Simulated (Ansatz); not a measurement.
Several settings on one geometry of EuCl₃ (that of the charge 0 septet, PBE-D4/def2-SVP). Ansatz on 4 threads of AMD EPYC 7R43 on a shared host; times are rough.

Cartesian coordinates in Å:
```
Eu 0.001 0.001 0.000
Cl 2.576 -0.026 0.029
Cl -1.269 2.242 -0.007
Cl -1.308 -2.216 -0.022
```

Totals from different functionals, basis sets or treatments of relativity can't be compared as stabilities.

DK, ANO-RCC and x2c sets are all-electron and run with scalar relativity unless a key says otherwise. In the def2 sets Eu takes a core potential; there is no spin–orbit coupling. LC-ωPBE has ω = 0.4 bohr⁻¹. B3LYP takes the VWN-RPA correlation. With an open 4f shell the SCF may have ended on a state above the lowest.

The spins typed aren't always the lowest for that charge.

Question: Give the basis size and estimate the energy, ⟨S²⟩, dipole and time of these runs.

```
run                           method  charge    state                                                                                            further keys
  1           ROKS LC-ωPBE/def2-TZVP       1  doublet  fitting: {mean_field: def2-universal-jkfit}; scf: {omitted_lower_state_checks: [starts]}; forces asked
  2                 UKS B97/def2-SVP       0   septet                                               scf: {omitted_lower_state_checks: [starts]}; forces asked
  3        UKS B3LYP-D4/ANO-RCC-VTZP       0   septet                                               scf: {omitted_lower_state_checks: [starts]}; forces asked
  4      UKS r2SCANh-D3(BJ)/def2-SVP       0   septet                                               scf: {omitted_lower_state_checks: [starts]}; forces asked
  5             UKS SVWN5/def2-mTZVP       0   septet                                                             scf: {omitted_lower_state_checks: [starts]}
  6  ROKS revPBE0-D3(BJ)/def2-mTZVPP       0   septet                           final_grid: {core_spheres: 20, valence_spheres: 16, degree: 47}; forces asked
```

Answer: 
```
run  functions  energy (Eh)   ⟨S²⟩  dipole (D)  wall time
  1        203   -2090.2018      –           –    3.7 min
  2        131   -2090.5948  12.30        0.01       48 s
  3        206  -12229.3512  12.17        0.01    2.4 min
  4        131   -2090.6250  12.31        0.02    1.9 min
  5        134   -2086.1919  12.45           –        7 s
  6        149   -2090.9857      –        0.01    2.4 min
```

At UKS B97/def2-SVP, UKS B3LYP-D4/ANO-RCC-VTZP, UKS r2SCANh-D3(BJ)/def2-SVP, UKS SVWN5/def2-mTZVP the charge 0 septet is spin-contaminated (final ⟨S²⟩ up to 12.45, 12.00 for a pure state).
